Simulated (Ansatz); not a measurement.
C2H6GeSi can be A, `C1=[CH][GeH2][SiH2]1`, or B, `[SiH3][C]1=[CH][GeH2]1`.

Computed with Ansatz on PBE0-D4/def2-TZVP structures; ΔE is electronic, products minus reactants. CCSD(T)/CBS is the MP2 limit (def2-TZVPP, def2-QZVPP) plus CCSD(T) − MP2 in def2-TZVPP, frozen cores. DFT in def2-TZVPP. B3LYP here is the variant with VWN-RPA as its local correlation; programs differ in this. For Ge outer-core shells are correlated without core-valence functions, which leaves a few kJ/mol of doubt a bond. Scalar relativity is left out up to krypton.

A:

```xyz
10

C    -0.353   -0.239   -1.230
C     0.030    0.989   -0.836
Ge    0.451    0.811    1.078
Si   -0.241   -1.327    0.295
H    -0.653   -0.467   -2.252
H     0.073    1.852   -1.500
H    -0.445    1.639    2.017
H     1.923    1.081    1.444
H     0.747   -2.439    0.217
H    -1.532   -1.901    0.767
```

B:

Z-matrix (Å, degrees):
```
Si
C 1 1.843
H 1 1.489 2 111.7
H 1 1.486 2 109.0 3 120.8
H 1 1.486 2 109.0 3 -120.8
C 2 1.325 1 142.2 3 0.1
Ge 2 1.938 1 149.5 3 -180.0
H 6 1.084 2 136.2 1 -0.0
H 7 1.528 2 119.2 1 -76.9
H 7 1.528 2 119.2 1 77.0
```

Q: Which isomer does CCSD(T)/CBS put lower? Give the gap. (Best estimate.)

A: Ansatz gave: A, by 116.1 kJ/mol.

Q: Give E(B) − E(A) in kJ/mol with CCSD(T)/def2-TZVPP, HF/def2-TZVPP, ωB97M-V, MP2/def2-TZVPP, B3LYP, PBE-D4, B2PLYP. (An estimate is asked.)

A: The calculation gave: CCSD(T)/def2-TZVPP 118.0, HF/def2-TZVPP 118.8, ωB97M-V 120.4, MP2/def2-TZVPP 112.6, B3LYP 115.3, PBE-D4 123.0, B2PLYP 114.7. None reverses the order clearly.

Largest T1 diagnostic: 0.013.

From PBE to PBE0 (25 % exact exchange), in def2-TZVPP and without D4, E(B) − E(A) moves by +4.8 kJ/mol.
